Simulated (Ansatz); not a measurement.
Reaction (SMILES): F[SiH2]F → 2 F atom + 2 H atom + Si atom
B3LYP-D3(BJ)/def2-TZVP geometries, fixed; electronic energies without zero-point terms.

Basis-set convergence of the atomisation energy at CCSD(T) with Ansatz (a program for electronic structure). Cartesian d functions, on some or all atoms, in 6-31+G*, 6-311G**; all else is spherical. Cores are frozen. Open shells are unrestricted. No added dispersion term, no relativity. Functions are those of the species that has most. Reference: Hartree-Fock in cc-pV(Q+d)Z plus the correlation part extrapolated as X^-3 from cc-pV(T+d)Z and cc-pV(Q+d)Z, 447.88 kcal/mol, itself unsure by roughly 2.83 kcal/mol (a third of the extrapolation step and of the last Hartree-Fock step). Deviations are taken from unrounded values. Cost is core time over that of def2-SVPD, rough, on shared machines of one kind; a dash marks a row that isn't timed (too short, read off another run, short of memory, by another algorithm or on other hardware).

```csv
basis,functions,atomisation energy (kcal/mol),minus reference (kcal/mol),cost
STO-3G,21,359.19,-88.69,-
6-31G,35,325.35,-122.53,-
pcseg-0,35,342.10,-105.78,-
def2-SV(P),50,392.06,-55.82,-
def2-SVP,56,407.05,-40.83,-
pcseg-1,56,404.16,-43.73,-
6-31+G*,65,401.94,-45.94,0.6×
6-311G**,75,407.70,-40.18,0.8×
def2-SVPD,86,412.40,-35.48,1×
aug-pcseg-1,91,413.45,-34.43,1×
pcseg-2,122,440.07,-7.81,2×
def2-TZVPP,132,433.91,-13.97,3×
def2-TZVPD,141,431.09,-16.79,3×
jun-cc-pV(T+d)Z,154,432.91,-14.97,3×
aug-pcseg-2,188,441.03,-6.85,6×
def2-QZVPP,244,442.44,-5.44,20×
pcseg-3,250,444.25,-3.63,20×
def2-QZVPPD,274,442.44,-5.44,-
```
